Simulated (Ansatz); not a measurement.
Ansatz (a program for electronic structure) job for CsBr, SMILES [Br][Cs], ωB97X-V/def2-TZVPD. Geometry: B3LYP-D3(BJ)/def2-TZVPD. The def2 effective core potentials stand for the cores of Cs; spin–orbit coupling is left out.

Ansatz 0.2 input:
```yaml
crystal:
  periodic: [false, false, false]
  atoms:
    - {symbol: Cs, position_ang: [0.00000000, 0.00000000, -1.22289146]}
    - {symbol: Br, position_ang: [0.00000000, 0.00000000, 1.92168659]}
basis:
  gaussian:
    orbitals: def2-TZVPD
hamiltonian:
  xc: {name: wB97X-V}
```

Log of the run:

```
Functional definition: wB97X-V
integrals: 0.07 GiB planned
765 factors; their error is unknown
integrals: 0.10 GiB planned
235 factors; integrals over basis functions are off by at most 3.4e-5 eV
mean field: 0.45 GiB planned
mean field evaluation 1: about -70589.1101 eV, gradient 1.7e1 eV
mean field evaluation 2: about -70590.0006 eV, gradient 1.4e1 eV
mean field evaluation 4: about -70590.2935 eV, gradient 2.8e-1 eV
mean field evaluation 8: about -70590.5092 eV, gradient 7.1e-3 eV
mean field -70590.50919786 eV, -2594.1533650556 hartree, gradient 1.6e-5 eV, S^2 0.000000; 0 other end points of the search recorded, 0 dependent functions left out
reference -70590.50919575 eV, -2594.1533649781 hartree; 22, 22 occupied and 67, 67 virtual orbitals, 765 factors
Total energy: -70590.50919575 eV, -2594.1533649781 hartree
```

Self-consistency was reached.

Cost: about 7 core-seconds (a rough figure).
